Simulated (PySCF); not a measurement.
Ga(Cl)2(nBu), C4H9Cl2Ga, SMILES C([CH2][Ga]([Cl])[Cl])CC at its GFN2-xTB optimised geometry (Å):

```
16

Ga     0.0164     1.8361     0.0000
Cl     2.1226     1.8361     0.0000
Cl    -0.8773     3.7460     0.0000
C     -1.0625     0.0766    -0.0046
C     -0.1232    -1.1270    -0.0242
C     -0.8722    -2.4614     0.0405
C     -1.6918    -2.7491    -1.2124
H     -1.7022     0.0652     0.8849
H     -1.7179     0.0945    -0.8807
H      0.4886    -1.1019    -0.9321
H      0.5595    -1.0653     0.8305
H     -0.1375    -3.2589     0.1723
H     -1.5277    -2.4670     0.9144
H     -1.0628    -2.6977    -2.0987
H     -2.5063    -2.0380    -1.3246
H     -2.1226    -3.7460    -1.1571
```

Method: PySCF 2.14.0 with PBE0/def2-TZVP. Cells within 0.4 Å of a nucleus heavier than hydrogen are left out (blank, or x).

Map of the log10 of the electron density (e/bohr³), floored at −4 on the plane z = 0.0 Å:

```
|0000000000001110000000000000000|
|0000000000122222100000000000000|
|0000000001334443210000000000000|
|0000000013456655421000000000000|
|0000000023567776432100000000000|
|0000000124578x76532222110000000|
|000000012467xx87543333321000000|
|0000000124567776544455432100000|
|0000000023456766555666543100000|
|0000000012345678766777654200000|
|000000001234569x9777xx764210000|
|000000001234569x9677xx764210000|
|0000000013456678766777653200000|
|0000000124566766555666543100000|
|000000013467x776544444432100000|
|000000023567xx76543333221000000|
|0000000134567776654321100000000|
|000000012345677x764321000000000|
|00000001234467xx765320000000000|
|0000000123456777654310000000000|
|0000001234567776543210000000000|
|000000123457xx76542100000000000|
|0000001234567x77542100000000000|
|0000000234556777542000000000000|
|0000000133445566532000000000000|
|0000000123333444421000000000000|
|0000000112222233210000000000000|
|0000000001111111100000000000000|
|0000000000000000000000000000000|
|0000000000000000000000000000000|
|0000000000000000000000000000000|
```
Scale: ten equal steps from -4.00 (start of '0') to 0.387 (end of '9'), in the order '0123456789'; x runs from -6.00 to 6.00, y from -6.00 (bottom) to 6.00 (top).
